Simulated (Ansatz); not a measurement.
Cost and result for the atomization energy of `CB[SiH2][SiH2]F` (13 atoms, 12 bonds).

```xyz
13

C     0.242   -0.648   -2.083
B     0.516    0.554   -1.139
Si    0.970    0.338    0.807
Si   -1.100    0.118    1.895
F    -0.896   -0.108    3.473
H    -0.858   -0.714   -2.135
H     0.606   -1.621   -1.750
H     0.558   -0.464   -3.114
H     0.334    1.663   -1.559
H     1.675    1.504    1.409
H     1.745   -0.903    1.101
H    -1.941    1.333    1.725
H    -1.851   -1.054    1.371
```

Charge 0, multiplicity 1. Geometry: relaxed with PBE0-D4/def2-TZVP. It is one conformer, not always the lowest. Program: Ansatz. All runs use 4 threads of an Arm Neoverse V2 on a shared host. Times are those of one run each, without the atoms' runs, and a repeat can differ threefold. Electronic energies, without spin–orbit coupling; frozen cores. CCSD(T)/CBS adds CCSD(T) − MP2 in def2-TZVPP to the MP2 limit, and its time is that of the two runs behind it. T1 = 0.013. B3LYP takes the VWN-RPA correlation (the form of Gaussian; ORCA's B3LYP/G).

CCSD(T)/CBS is a level of theory with its own doubt, some kJ/mol a heavy atom from the limit and from the frozen cores, so smaller differences don't rank the functionals.

```json
{"level": "revPBE-D4/def2-TZVPP", "functions": "289", "wall time": "2.4 s", "atomization (kcal/mol)": "1047.9", "difference from CCSD(T)/CBS": "-15.0", "per bond": "-1.3"}
{"level": "PBE-D4/def2-TZVPP (with forces)", "functions": "289", "wall time": "2.9 s", "atomization (kcal/mol)": "1067.5", "difference from CCSD(T)/CBS": "4.6", "per bond": "0.4"}
{"level": "PBE0-D4/def2-TZVPP", "functions": "289", "wall time": "3.7 s", "atomization (kcal/mol)": "1059.7", "difference from CCSD(T)/CBS": "-3.2", "per bond": "-0.3"}
{"level": "BHLYP-D4/def2-TZVPP", "functions": "289", "wall time": "3.8 s", "atomization (kcal/mol)": "1048.1", "difference from CCSD(T)/CBS": "-14.8", "per bond": "-1.2"}
{"level": "CAM-B3LYP-D4/def2-TZVPP", "functions": "289", "wall time": "4.3 s", "atomization (kcal/mol)": "1069.0", "difference from CCSD(T)/CBS": "6.1", "per bond": "0.5"}
{"level": "B3LYP-D4/def2-TZVPP (with forces)", "functions": "289", "wall time": "6 s", "atomization (kcal/mol)": "1064.4", "difference from CCSD(T)/CBS": "1.5", "per bond": "0.1"}
{"level": "B2PLYP/def2-TZVPP", "functions": "289", "wall time": "6.5 s", "atomization (kcal/mol)": "1051.6", "difference from CCSD(T)/CBS": "-11.3", "per bond": "-0.9"}
{"level": "CCSD(T)/def2-SVP", "functions": "118", "wall time": "6.5 s", "atomization (kcal/mol)": "1001.1", "difference from CCSD(T)/CBS": "-61.8", "per bond": "-5.1"}
{"level": "PBE-QIDH/def2-TZVPP", "functions": "289", "wall time": "7 s", "atomization (kcal/mol)": "1055.6", "difference from CCSD(T)/CBS": "-7.3", "per bond": "-0.6"}
{"level": "ωB97X-V/def2-TZVPP", "functions": "289", "wall time": "9.5 s", "atomization (kcal/mol)": "1069.7", "difference from CCSD(T)/CBS": "6.8", "per bond": "0.6"}
{"level": "MP2/def2-QZVPP", "functions": "551", "wall time": "28 s", "atomization (kcal/mol)": "1058.2", "difference from CCSD(T)/CBS": "-4.7", "per bond": "-0.4"}
{"level": "CCSD(T)/def2-TZVPP", "functions": "289", "wall time": "4.1 min", "atomization (kcal/mol)": "1037.8", "difference from CCSD(T)/CBS": "-25.1", "per bond": "-2.1"}
{"level": "CCSD(T)/CBS(def2)", "functions": "–", "wall time": "4.5 min", "atomization (kcal/mol)": "1062.9", "difference from CCSD(T)/CBS": "0.0", "per bond": "0.0"}
```

From PBE to PBE0 (25 % exact exchange), in def2-TZVPP and without D4, the atomization energy moves by −7.0 kcal/mol: exact exchange takes away binding that semilocal exchange gives to molecules. At CCSD(T), def2-SVP lies −61.8 kcal/mol from the extrapolated value and def2-TZVPP −25.1 kcal/mol: correlation converges slowly with the basis, and small sets miss more of it in the bonded molecule than in its fragments. In def2-TZVPP, CCSD(T) changes the Hartree–Fock value by +216.3 kcal/mol (the triples alone add +10.4 kcal/mol) and MP2 by +221.7 kcal/mol; breaking electron pairs costs correlation energy, which Hartree–Fock lacks.
